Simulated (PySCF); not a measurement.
Level of theory: CAM-B3LYP-D3(BJ)/def2-TZVP in PySCF. Gas-phase values, no solvent. One relaxed conformer stands for a flexible species; it need not be the lowest. Excitations are Tamm–Dancoff values on a coarser integration grid. The basis has no diffuse functions, so Rydberg states are missing or too high.

Reference species (SMILES): `[Br][Ga]([Br])[Br]` (neutral, multiplicity 1).

* **S1 excitation (TDA)**: 5.43 eV
* **S1 oscillator strength**: 0.000
* **T1 excitation (TDA)**: 5.04 eV

Changed species: `[NH2][Ga]([NH2])[NH2]` (3 of 3 Br replaced by NH2; the reference has 0 of 3 Br replaced by NH2).

**Question.** Predict the effect on the S1 excitation (TDA), S1 oscillator strength and T1 excitation (TDA).

**Answer.** the S1 excitation (TDA) increases by 0.31 eV, to 5.74 eV; the S1 oscillator strength is nearly the same; the T1 excitation (TDA) increases by 0.21 eV, to 5.25 eV.
